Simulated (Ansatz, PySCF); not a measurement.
Process, species as SMILES: Brc1cc[se]c1 [3-bromoselenophene] → Brc1ccc[se]1 [2-bromoselenophene]
Structures are relaxed separately at B3LYP-D3(BJ)/def2-TZVP in Ansatz (a program for electronic structure). Unstable Hartree-Fock reference: Brc1cc[se]c1, Brc1ccc[se]1.

Quantity: isomerisation energy (enthalpy at 298 K, with B3LYP-D3(BJ) rigid-rotor harmonic-oscillator terms from PySCF), in eV. Correlated levels leave the core frozen unless marked. Spin-orbit coupling is left out. The frozen core is the preceding noble-gas configuration, with the filled d and f shells of earlier blocks. Non-relativistic. Basis-set limits of correlation are two-point, X^-3; Hartree-Fock from the larger set.

| level | program | isomerisation energy (eV) |
|---|---|---|
| HF/6-31G | Ansatz | 0.14 |
| PBE-D3(BJ)/def2-TZVPD | Ansatz + dftd3 | 0.09 |
| revPBE/def2-TZVPD | Ansatz | 0.08 |
| PBE0/def2-SVP | Ansatz | 0.08 |

Task: What does CCSD(T)/CBS(aug-cc-pVTZ,aug-cc-pVQZ) (Ansatz) give?

Result: 0.09 eV, so PBE0/def2-SVP differs from it by -0.01 eV.
